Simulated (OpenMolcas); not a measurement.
What dynamic correlation does to the levels of S

```json
{"Program": "OpenMolcas 26.06", "Basis": "ANO-R1 [4s3p1d]", "Scalar Hamiltonian": "X2C, finite nucleus", "Active space": "4 electrons in 3 orbitals (3p)", "State averaging": "2S+1 = 3 even, 3 roots; 2S+1 = 1 even, 6 roots", "Spin-orbit coupling": "state interaction with AMFI integrals over the reference wave functions, term energies averaged over their components"}
```

Methods on the same reference wave functions:
A. CASSCF
B. SS-CASPT2, IPEA 0.25 Eh, imaginary shift 0.1 Eh (closed shells correlated: 2s 2p 3s)

Energies in cm-1 above 3s2 3p4 3P2, the measured ground level; measured values from NIST Handbook of Basic Atomic Spectroscopic Data.

```json
{"Level": "3s2 3p4 3P2", "A": "0.0", "B": "0.0", "Measured": "0.0"}
{"Level": "3s2 3p4 3P1", "A": "348", "B": "349", "Measured": "396"}
{"Level": "3s2 3p4 3P0", "A": "512", "B": "511", "Measured": "574"}
{"Level": "3s2 3p4 1D2", "A": "11923", "B": "10660", "Measured": "9239"}
{"Level": "3s2 3p4 1S0", "A": "29466", "B": "24990", "Measured": "22180"}
```

Deviations, from unrounded energies. A percentage is the sum of absolute deviations over the sum of measured energies, with the sign that they share, or ± where signs differ.

| Against measurement | Levels | A | B |
| --- | --- | --- | --- |
| mean absolute deviation (cm-1) | 4 | 2500 | 1100 |
| fine structure of the ground term (%) | 2 | -11.3 | -11.3 |
| other terms of the ground configuration (%) | 2 | +31.7 | +13.5 |

B lies closest to measurement on these levels. The largest miss of B in the table is 3s2 3p4 1S0, by +2800 cm-1. The ranking rests on the paired levels alone, and a cruder setting can come out closer through cancelling errors.

From A to B the spin-free energies of the other terms of 3s2 3p4 shown, above 3P, scale by factors of 0.85 to 0.89.

The lowest spin-free term lies below A's lowest term by 0.098 hartree in B.

Term energies are means over components that CASPT2 splits; among the terms shown or strongly mixed into the levels shown the widest spread is 150 cm-1 (3s2 3p4 1D, B). With the s shell closed, the reference lacks s² → p² mixing. Without dynamic correlation excited terms often stand tens of per cent too high (terms of higher spin than the ground term too low), and those without a measured partner can miss by more than the paired ones (holds for A). Some terms miss by over 15 % even with CASPT2, which points to a basis or an active space too small for the shells correlated (holds for B). Computed and measured levels are paired by configuration, term and J; levels that our copy of the source lacks, or whose pairing is in doubt (as where it misses far off the trend of its configuration), stay unpaired and out of the deviations. Levels of configurations outside the active space are missing.
